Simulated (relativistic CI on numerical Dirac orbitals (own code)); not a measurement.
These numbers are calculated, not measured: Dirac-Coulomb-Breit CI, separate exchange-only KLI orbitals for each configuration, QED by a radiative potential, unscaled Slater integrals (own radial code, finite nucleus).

The strongest absorption lines from the ground level of an ion, among the configurations computed and to levels below about 701 eV (vacuum wavelength in Å, gf): 29.988 (0.18), 32.697 (0.47), 74.145 (3.9), 93.598 (0.76), 113.16 (0.00023).

Task: Which ion is it?
A. Ce²²⁺
B. Gd²⁸⁺
C. Sm²⁴⁺
D. Sm²⁶⁺

Result: D. Sm²⁶⁺ has 36 electrons and the ground level 4s2.4p6 1S_0; the strongest line goes to 4s2.4p5.4d 1P°_1. The pattern of lines fixes the number of electrons, and along that sequence the line energies rise steadily with the charge (about as its square where n changes within one kind of shell, about linearly where n is kept but much faster in heavy ions where fine structure, which grows about as Z⁴, sets the gap, and irregularly where shells cross), which fixes Z. Configurations outside the model, such as inner-shell arrays, can give stronger lines. At this charge energies of transitions that change n are usually good to better than 1 %, and those within a shell (Δn = 0) to a few per cent.

LS names give the leading component of a level, which can be under half, so a name can repeat, a term be missing and a line seem to break the LS rules.
